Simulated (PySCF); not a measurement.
## Run times: vanadium in cc-pVDZ-DK

Measured wall times of calculations with PySCF 2.14 in cc-pVDZ-DK, with scalar relativity by spin-free X2C-1e, run from one Python driver. Hardware: 1 thread of Neoverse-N1 on a shared host, 1.3 GiB allowed. The two-electron integrals over 43 functions were computed once and kept in memory (1.1 CPU seconds with the set-up); the times below exclude them. Kohn-Sham runs start from converged Hartree-Fock orbitals.

Launch command (the driver calls PySCF for each step listed in the task file):

```bash
OMP_NUM_THREADS=1 python atomrun2.py TASK.json OUT
```

```tsv
species	step	iterations	wall time (s)
V [Ar] 3d3 4s2	UHF	6	0.39
V [Ar] 3d3 4s2	r2SCAN	6	2.3
V [Ar] 3d3 4s2	MN15	7	2.6
V [Ar] 3d3 4s2	MP2 (5 electrons)		0.04
V⁺ [Ar] 3d4	UHF	9	0.24
V⁺ [Ar] 3d4	r2SCAN	9	3.2
V⁺ [Ar] 3d4	MN15	11	3.8
V⁺ [Ar] 3d4	MP2 (4 electrons)		0.01
```

Peak memory of the process: 0.22 GiB. Times on a shared host vary from run to run.
